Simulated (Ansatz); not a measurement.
`FCN[SiH2][SiH3]` + `O[Si]F` → `F[Si]O[SiH3]` + `FCN[SiH3]`  (cleavage of the Si–Si bond)

Calculated with Ansatz (gas phase, PBE0-D4/def2-TZVP geometries, no zero-point term in ΔE). CBS: MP2 limit from def2 TZ/QZ plus the TZ coupled-cluster correction, frozen cores. This one scheme is used for every species. Functionals use def2-TZVPP. B3LYP here is the variant with VWN-RPA as its local correlation; programs differ in this. One conformer a species, not always the lowest.

`FCN[SiH2][SiH3]`:

Cartesian coordinates in Å:
```
F 1.674 0.837 1.140
C 1.741 -0.516 0.768
N 0.477 -1.120 0.689
Si -0.641 -0.769 -0.602
Si -1.421 1.444 -0.640
H 2.370 -1.002 1.517
H 2.234 -0.535 -0.208
H 0.083 -1.347 1.590
H -1.781 -1.709 -0.427
H 0.065 -1.067 -1.879
H -2.484 1.594 -1.674
H -0.316 2.386 -0.956
H -2.000 1.804 0.683
```

`O[Si]F`:

```xyz
4

O     0.392   -0.084   -0.901
Si    0.609   -0.553    0.653
F    -0.647    0.160    1.386
H    -0.354    0.477   -1.139
```

`F[Si]O[SiH3]`:

Cartesian coordinates in Å:
```
F 1.637 1.256 -1.444
Si 1.970 -0.278 -1.054
O 0.680 -0.679 -0.141
Si -0.756 -0.177 0.513
H -1.329 -1.315 1.270
H -0.516 0.966 1.427
H -1.685 0.228 -0.570
```

`FCN[SiH3]`:

```xyz
10

F    -0.396    0.379   -2.082
C    -0.627    0.912   -0.806
N     0.356    0.541    0.126
Si    0.426   -1.027    0.862
H    -0.663    1.996   -0.935
H    -1.605    0.536   -0.493
H     1.214    1.064    0.039
H     1.261   -0.909    2.084
H    -0.972   -1.396    1.200
H     1.006   -2.098    0.006
```

```tsv
level	ΔE (kJ/mol)
PBE0-D4	-80.7
B3LYP-D4	-99.2
ωB97M-V	-100.9
B2PLYP	-105.4
r2SCAN	-91.6
PBE0	-82.4
MP2/def2-TZVPP	-107.7
HF/CBS(def2)	-132.7
```

Question: What does CCSD(T)/CBS give? (An estimate is asked.)

Answer: Ansatz gave: -99.7 kJ/mol. The listed levels differ from it by 19.0, 0.5, -1.2, -5.7, 8.1, 17.3, -8.0, -33.0 kJ/mol.

Largest T1 diagnostic among the species: 0.015.

In def2-TZVPP, CCSD(T) changes the Hartree–Fock value by +29.3 kJ/mol (the triples alone add +4.0 kJ/mol) and MP2 by +21.9 kJ/mol. From PBE to PBE0 (25 % exact exchange), in def2-TZVPP and without D4, ΔE moves by −8.9 kJ/mol.
